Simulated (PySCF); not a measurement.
**What settings do to a single point of Ce(OH)3**

The sound run of Ce(OH)3 (singlet in the valence; each metal's 4f electrons, 1 of them, lie in its core potential, out of spins and levels) uses PySCF 2.14.0, RKS TPSS, Ce lcecp-1-SVP with ECP47, O def2-SVP, H def2-SVP; non-relativistic Hamiltonian with scalar-relativistic core potentials where named; density fitting; no spin-orbit coupling, grid (50, 194), threshold 1e-8 Eh and 55 cycles, at the relaxed geometry:

```xyz
7

Ce    0.0000    0.0000   -0.3659
O     2.1175    0.0000    0.0631
H     3.0258    0.0000    0.3960
O    -1.0587    1.8338    0.0631
H    -1.5129    2.6205    0.3960
O    -1.0588   -1.8338    0.0631
H    -1.5130   -2.6204    0.3960
```

There Ce1 has a Mulliken charge of 1.06 e and the dipole about the centre of mass is 1.42 D. Each run below changes one thing and starts from free metal ions and neutral atoms unless it says otherwise; with 55 cycles, smearing, a level shift and second-order steps follow where DIIS fails, and their cycles count. Energy shifts count from the sound run. On f atoms grids over 110 angular points are at least (60, 302).

```csv
change,outcome,cycles,energy shift (eV),largest force component (eV/Å),charge on Ce1 (e),dipole about the centre of mass (D)
"start from the bare core Hamiltonian, limit 67 cycles",converged,15,0.0000,0.01,1.06,1.42
threshold 0.0001,converged,6,0.0000,0.01,1.06,1.42
```

(1) One further run converged with energy shift (eV) 0.48, largest force component (eV/Å) 2.02, charge on Ce1 (e) 1.11, dipole about the centre of mass (D) 1.63. Which change was it?
A. charge changed by +4, spin kept, limit 71 cycles
B. grid (30, 86)
C. all coordinates × 1.05

(2) And the other changes listed?

Forces carry noise of the integration grid, about 0.01 to 0.03 eV/Å.

No frequency check is given that shows the relaxed geometry to be a minimum. An lcecp potential fixes the number of 4f electrons, so in runs with it no electron can move into or out of that shell.

Answers

(1) C.

(2) 
| change | outcome | cycles | energy shift (eV) | largest force component (eV/Å) | charge on Ce1 (e) | dipole about the centre of mass (D) |
| --- | --- | --- | --- | --- | --- | --- |
| grid (30, 86) | converged | 9 | 0.0182 | 0.43 | 1.05 | 1.41 |
| charge changed by +4, spin kept, limit 71 cycles | not converged | 71 | – | – | – | – |
